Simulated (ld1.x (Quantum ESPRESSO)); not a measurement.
# u(r) = r·R(r): atom against pseudo-atom (sulfur (S))

Columns: radius, all-electron u(r) and pseudo u(r) of the 3s shell (level -27.63 eV) of sulfur in the configuration [Ne] 3s2 3p3; LDA (PZ), scalar-relativistic, ultrasoft scheme, ld1.x (Quantum ESPRESSO) 7.5.

```
r (bohr)  all-electron  pseudo
   0.068        0.2083  0.0406
   0.135       -0.0236  0.0812
   0.202       -0.2603  0.1231
   0.270       -0.3967  0.1674
   0.338       -0.4249  0.2140
   0.405       -0.3721  0.2622
   0.473       -0.2655  0.3135
   0.540       -0.1317  0.3661
   0.608        0.0156  0.4212
   0.675        0.1602  0.4764
   0.742        0.2963  0.5317
   0.810        0.4211  0.5869
   0.878        0.5298  0.6400
   0.945        0.6205  0.6892
   1.013        0.6958  0.7346
   1.080        0.7545  0.7739
   1.148        0.7992  0.8071
   1.215        0.8302  0.8325
   1.283        0.8498  0.8501
   1.350        0.8590  0.8590
   1.418        0.8594  0.8594
   1.485        0.8524  0.8524
   1.553        0.8391  0.8391
   1.620        0.8209  0.8209
   1.688        0.7984  0.7984
   1.755        0.7730  0.7730
```

(1) How many radial nodes do the two functions have?

(2) At about which radius was the pseudo-wave matched?

(3) Where does each function peak?

(4) Is the pseudo-wave norm-conserving?

Answers

(1) The all-electron 3s function has n − l − 1 = 2; the pseudo-wave has 0, since the states of the same l below it are removed with the core.

(2) 1.35 bohr. The columns agree to 0.0005 from 1.28 bohr on; several derivatives are matched, so the curves merge somewhat inside the radius.

(3) Outermost all-electron maximum near 1.42 bohr, pseudo maximum near 1.42 bohr (to the table’s step).

(4) No, it belongs to an ultrasoft set: the norm inside the radius is not constrained, and the difference is carried by the augmentation charge.
